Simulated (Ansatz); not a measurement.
C3H7NSi, SMILES [SiH3]NC=C=C.

Coordinates come from a B3LYP-D3(BJ)/def2-SVP optimisation. The structure was generated by enumeration, and PubChem lists no compound with its InChIKey, so it may never have been made. Other conformers were not sampled.

Two levels are set side by side: PBE/def2-SVPD (Ansatz, a quantum-chemistry and plane-wave program) and CAM-B3LYP/def2-SVPD (Ansatz). Energy differences of separate SCF runs at the same geometry; the states with an electron removed or added have multiplicity 2 and 2. Differences are taken from unrounded values.

| quantity | CAM-B3LYP | PBE | PBE minus CAM-B3LYP |
|---|---|---|---|
| vertical ionisation energy (eV) | 8.00 | 7.82 | -0.17 |
| vertical singlet–triplet gap (eV) | 3.94 | 3.59 | -0.35 |
